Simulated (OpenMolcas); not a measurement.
# O⁺: effect of the IPEA shift

```yaml
Program: OpenMolcas 26.06
Basis: ANO-RCC-VTZP [4s3p2d1f]
Scalar_Hamiltonian: DKH2, point nucleus
Active_space: 3 electrons in 3 orbitals (2p)
State_averaging: 2S+1 = 4 odd, 1 root; 2S+1 = 2 odd, 8 roots
Spin-orbit_coupling: RASSI with atomic mean-field integrals over the reference wave functions, term energies averaged over their components
```

Methods on the same reference wave functions:
A. CASSCF
B. SS-CASPT2, IPEA 0 Eh, imaginary shift 0.1 Eh (closed shells correlated: 1s 2s)
C. SS-CASPT2, IPEA 0.25 Eh, imaginary shift 0.1 Eh (closed shells correlated: 1s 2s)

Energies in cm-1 above 2s2 2p3 4S* 3/2, the measured ground level; measured values from NIST Handbook of Basic Atomic Spectroscopic Data.

```
          Level      A      B      C  Measured
2s2 2p3 4S* 3/2    0.0    0.0    0.0       0.0
2s2 2p3 2D* 3/2  30471  27710  27540     26831
2s2 2p3 2D* 5/2  30473  27710  27540     26811
2s2 2p3 2P* 1/2  50502  43610  43630     40470
2s2 2p3 2P* 3/2  50505  43620  43630     40468
```

Deviations, from unrounded energies. A percentage is the sum of absolute deviations over the sum of measured energies, with the sign that they share, or ± where signs differ.

```
                        Against measurement  Levels      A     B     C
             mean absolute deviation (cm-1)       4   6800  2000  1900
other terms of the ground configuration (%)       4  +20.3  +6.0  +5.8
```

B, C lie about equally close to measurement and A furthest from it. The largest miss of C in the table is 2s2 2p3 2P* 3/2, by +3200 cm-1. The ranking rests on the paired levels alone, and a cruder setting can come out closer through cancelling errors.

Between B and C the level of the table that moves most is 2s2 2p3 2D* 5/2, by 170 cm-1 (lowest in C, highest in B). Moves below CASPT2's spread within the term are not significant.

The mean deviations of B to C differ by less than CASPT2's widest spread within a term (150 cm-1), so their order carries little weight.

From A to B the spin-free energies of the other terms of 2s2 2p3 shown, above 4S*, scale by factors of 0.86 to 0.91.

The lowest spin-free term lies below A's lowest term by 0.115 hartree in B, 0.109 hartree in C.

CASPT2 does not keep the components of a term degenerate, so their means are used; among the terms shown or strongly mixed into the levels shown the widest spread is 150 cm-1 (2s2 2p3 2D*, C). With the s shell closed, the reference lacks s² → p² mixing. Without dynamic correlation excited terms often stand tens of per cent too high (terms of higher spin than the ground term too low), and those without a measured partner can miss by more than the paired ones (holds for A). Computed and measured levels are paired by configuration, term and J; levels that our copy of the source lacks, or whose pairing is in doubt (as where it misses far off the trend of its configuration), stay unpaired and out of the deviations. Levels of configurations outside the active space are missing.

* marks odd parity.
